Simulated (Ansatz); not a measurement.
Consider the hydrogen abstraction from the Si–H bond: `CO[SiH](O)F` + Cl• → `CO[Si](O)F`• + HCl.

Gas-phase electronic energies from Ansatz, PBE0-D4/def2-TZVP geometries. CCSD(T)/CBS is the MP2 limit (def2-TZVPP, def2-QZVPP) plus CCSD(T) − MP2 in def2-TZVPP, frozen cores. This one scheme is used for every species, atoms too. Functionals use def2-TZVPP. No spin–orbit coupling; open shells (•) take unrestricted orbitals. Spin–orbit coupling would lower the free atoms: a little for Cl. Each species was taken in one conformer, which may not be the lowest.

(1) Is it downhill or uphill in electronic energy at CCSD(T)/CBS, and by how much? (Best estimate.)

(2) What do these levels give: LDA (SPW92), r2SCAN0, MP2/def2-SVP, CCSD/def2-SVP, HF/def2-QZVPP, SCS-MP2/def2-QZVPP? (Best estimate.)

Largest T1 diagnostic among the species: 0.014.

## Answers

(1) The calculation gave: Downhill: ΔE = -3.2 kcal/mol.

(2) Ansatz gave: LDA (SPW92) -14.6, r2SCAN0 -5.2, MP2/def2-SVP 1.1, CCSD/def2-SVP 4.2, HF/def2-QZVPP 7.1, SCS-MP2/def2-QZVPP -2.3 kcal/mol.

From PBE to PBE0 (25 % exact exchange), in def2-TZVPP and without D4, ΔE moves by +3.9 kcal/mol. In def2-TZVPP, CCSD(T) changes the Hartree–Fock value by −9.1 kcal/mol (the triples alone add −1.6 kcal/mol) and MP2 by −12.4 kcal/mol. At CCSD(T), def2-SVP lies +6.4 kcal/mol from the extrapolated value and def2-TZVPP +1.7 kcal/mol.
